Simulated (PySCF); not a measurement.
## Computed vibrations of [Pr(CH3)2]+

[Pr(CH3)2]+ (singlet in the valence; each metal's 4f electrons, 2 of them, lie in its core potential, out of spins and levels). PySCF 2.14.0, RKS PBE0, Pr lcecp-1-SVP with ECP48, C def2-SVP, H def2-SVP; non-relativistic Hamiltonian with scalar-relativistic core potentials where named; density fitting; no spin-orbit coupling. Central differences of gradients.

```xyz
9

Pr    0.0000    0.0000   -0.2782
C     1.7798    0.0000    1.2467
H     2.7836    0.0000    0.7817
H     1.7188    0.8853    1.9102
H     1.7188   -0.8853    1.9102
C    -1.7798    0.0000    1.2467
H    -2.7836    0.0000    0.7817
H    -1.7188   -0.8853    1.9102
H    -1.7188    0.8853    1.9102
```

Run from Python with OMP_NUM_THREADS=2. Where DIIS fails, smearing, a level shift and second-order steps follow.
It took 62 s on 2 threads of Arm Neoverse V2, with other jobs on the host.

Task: What are the harmonic wavenumbers and infrared intensities?

Result: Modes are labelled in C2v; negative numbers are unstable modes, those under 60 cm⁻¹ near the noise; a finer grid moves soft modes by up to 10 cm⁻¹.
```json
{"cm⁻¹": "-74", "km/mol": "–", "symmetry": "a2"}
{"cm⁻¹": "-40", "km/mol": "–", "symmetry": "b2"}
{"cm⁻¹": "101", "km/mol": "0.4", "symmetry": "a1"}
{"cm⁻¹": "298", "km/mol": "0.0", "symmetry": "a2"}
{"cm⁻¹": "322", "km/mol": "35.5", "symmetry": "b2"}
{"cm⁻¹": "372", "km/mol": "3.5", "symmetry": "b1"}
{"cm⁻¹": "397", "km/mol": "3.8", "symmetry": "a1"}
{"cm⁻¹": "458", "km/mol": "130.9", "symmetry": "b1"}
{"cm⁻¹": "479", "km/mol": "38.7", "symmetry": "a1"}
{"cm⁻¹": "1152", "km/mol": "4.0", "symmetry": "b1"}
{"cm⁻¹": "1156", "km/mol": "9.4", "symmetry": "a1"}
{"cm⁻¹": "1368", "km/mol": "0.0", "symmetry": "a2"}
{"cm⁻¹": "1371", "km/mol": "7.6", "symmetry": "b1"}
{"cm⁻¹": "1375", "km/mol": "35.5", "symmetry": "b2"}
{"cm⁻¹": "1381", "km/mol": "20.3", "symmetry": "a1"}
{"cm⁻¹": "3000", "km/mol": "11.4", "symmetry": "b1"}
{"cm⁻¹": "3001", "km/mol": "4.2", "symmetry": "a1"}
{"cm⁻¹": "3099", "km/mol": "0.0", "symmetry": "a2"}
{"cm⁻¹": "3101", "km/mol": "0.8", "symmetry": "b2"}
{"cm⁻¹": "3115", "km/mol": "0.2", "symmetry": "a1"}
{"cm⁻¹": "3116", "km/mol": "0.0", "symmetry": "b1"}
```

Task: Is this a minimum?

Result: No: 2 unstable; the lowest moves the atoms so:
```
Pr   0.00  0.00  0.00
C    0.00 -0.03  0.00
H    0.00  0.37  0.00
H   -0.24 -0.24  0.26
H    0.24 -0.24 -0.26
C    0.00  0.03  0.00
H    0.00 -0.37  0.00
H    0.24  0.24  0.26
H   -0.24  0.24 -0.26
```

An lcecp potential fixes the number of 4f electrons, so in runs with it no electron can move into or out of that shell.
